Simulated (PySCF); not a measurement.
Computed shifts of a molecule C5H6BN, KT2/pcSseg-1 in PySCF, GIAO, gas phase, equivalent atoms averaged, in ppm (number of nuclei): ¹³C: 168.5 (1), 129.9 (1), 82.1 (1), 78.4 (1), 25.9 (1). ¹⁵N: 94.1 (1). ¹H: 8.28 (1), 4.20 (1), 3.86 (1), 3.57 (1), 1.93 (2). References: ¹³C against TMS (σ = 185.1 ppm); ¹¹B against BF3 (σ = 89.8 ppm); ¹⁵N against NH3 (σ = 266.2 ppm); ¹H against TMS (σ = 31.47 ppm), references at their B3LYP-D3(BJ)/def2-TZVP geometries, non-relativistic. Geometry: B3LYP-D3(BJ)/def2-SVP. Other conformers were not sampled.

Task: Which structure fits?
A) C#CC1=CCB1N
B) C#CB(C)CC#N
C) C#CB1CN=C1C
D) C#CB1NCC1=C

Result: A, C#CC1=CCB1N
